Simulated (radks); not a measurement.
Question: Ru, configuration [Kr] 4d7 5s1. All-electron calculation, scalar-relativistic Kohn-Sham, PBE, spin-unpolarised, spherical densities, finite nucleus; Fermi nuclear charge, rms radius 4.4809 fm; hard spherical wall at 4 bohr. Program: a radial shooting solver on a logarithmic mesh with Libxc functionals. Some entries of the table are withheld. Estimate them.

orbital,occ.,eigenvalue (eV),<r^2> (bohr^2)
1s,2,(1),0.001510
2s,2,(2),0.02501
2p,6,-2817.834,0.01969
3s,2,-548.5581,0.1857
3p,6,-440.3560,0.1889
3d,10,-266.2332,0.1768
4s,2,-70.0732,(3)
4p,6,-40.3176,1.488
4d,7,0.5478,2.907
5s,1,4.6920,5.936
5p,0,12.7638,6.446
4f,0,(4),(5)
6s,0,48.3066,6.618

Answer: 
(1) 1s eigenvalue (eV): -21929.73
(2) 2s eigenvalue (eV): -3147.046
(3) 4s <r^2> (bohr^2): 1.188
(4) 4f eigenvalue (eV): 28.1131
(5) 4f <r^2> (bohr^2): 6.214
